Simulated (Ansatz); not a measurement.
Consider the redistribution: `FB(F)OP` + `O=C=N[SiH3]` → `O=C=NB(F)F` + `[SiH3]OP`.

Isolated molecules relaxed with PBE0-D4/def2-TZVP in Ansatz; ΔE leaves out vibrations. CBS: MP2 limit from def2 TZ/QZ plus the TZ coupled-cluster correction, frozen cores. Functionals use def2-TZVPP. Each species was taken in one conformer, which may not be the lowest.

| level | ΔE (eV) |
| --- | --- |
| CAM-B3LYP | 0.24 |
| RPA@PBE/def2-TZVPP | 0.20 |

(1) What does CCSD(T)/CBS give? (Estimate.)

Largest T1 diagnostic among the species: 0.016.

## Answers

(1) Computed: +0.21 eV. The listed levels differ from it by 0.03, -0.01 eV.

At CCSD(T), def2-SVP lies +0.13 eV from the extrapolated value and def2-TZVPP +0.01 eV. From BLYP to BHLYP (50 % exact exchange), in def2-TZVPP and without D4, ΔE moves by +0.04 eV. Leaving LDA and LC-ωPBE aside and taking each functional with its dispersion term where it has one, the values, not all of them listed here, spread over 0.06 eV, from revPBE-D4 to BHLYP-D4.
